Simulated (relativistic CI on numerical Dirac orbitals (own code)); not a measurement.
**Sensitivity of the levels of Pt¹⁵⁺ to α and to the nuclear radius**

Method of calculation: Dirac-Coulomb-Breit CI, separate exchange-only KLI orbitals for each configuration, derivatives by finite differences, unscaled Slater integrals, QED left out (own radial code, finite nucleus).

Configuration list (outside the closed core [Kr] 4d10): 4f14 5s2 5p, 4f14 5s 5p2, 4f14 5s2 5d, 4f13 5s2 5p2, 4f14 5s 5p 5d, 4f14 5p3, 4f13 5p4. Double excitations out of closed p, d and f shells are left out; levels of such configurations are missing from the list, as are those of other unlisted configurations, and high levels can miss mixing partners.

With x = (α/α₀)² − 1 an excitation energy changes as ω = ω₀ + qx; K = 2q/ω₀ is the relative enhancement. Terms are leading LS components, so labels can repeat. The field-shift factor is F = δν/δ⟨r²⟩ for the transition from the lowest level.

Lowest level 4f14 5s2 5p 2P°_1/2.

| Level | ω₀ (cm⁻¹) | q (cm⁻¹) | K | F (GHz/fm²) |
| --- | --- | --- | --- | --- |
| 4f14 5s2 5p 2P°_3/2 | 162381 | 206900 | 2.55 | -42.8 |
| 4f13 5s2 5p2 2F°_7/2 | 256661 | -343400 | -2.68 | 84.2 |
| 4f13 5s2 5p2 2F°_5/2 | 287136 | -317700 | -2.21 | 85.6 |
| 4f14 5s 5p2 4P_1/2 | 310455 | 71750 | 0.462 | -547 |
| 4f13 5s2 5p2 4F°_9/2 | 400656 | -134800 | -0.673 | 46.4 |
| 4f13 5s2 5p2 2F°_5/2 | 407360 | -133700 | -0.656 | 46.5 |
| 4f13 5s2 5p2 2G°_7/2 | 415225 | -134600 | -0.648 | 46.5 |
| 4f13 5s2 5p2 4F°_3/2 | 418657 | -123900 | -0.592 | 47.3 |
| 4f13 5s2 5p2 2H°_11/2 | 420265 | -135400 | -0.644 | 46.7 |
| 4f13 5s2 5p2 2D°_5/2 | 424652 | -134800 | -0.635 | 46.8 |
| 4f13 5s2 5p2 2P°_3/2 | 425641 | -120200 | -0.565 | 47.5 |
| 4f13 5s2 5p2 2F°_7/2 | 429351 | -132500 | -0.617 | 46.4 |
| 4f14 5s 5p2 4P_3/2 | 430119 | 260700 | 1.21 | -582 |

At this charge transitions that keep the count of f electrons are usually good to a few per cent. Levels and lines within the n = 5 or 6 shells can be off by up to 10 % or somewhat more, and those that change n by about 2 %, since core polarisation is missing. Levels that differ in their count of f electrons can be misplaced by several ten thousand cm⁻¹, since the correlation energy of f electrons is missing or only estimated; rates across such gaps can be off by orders of magnitude.
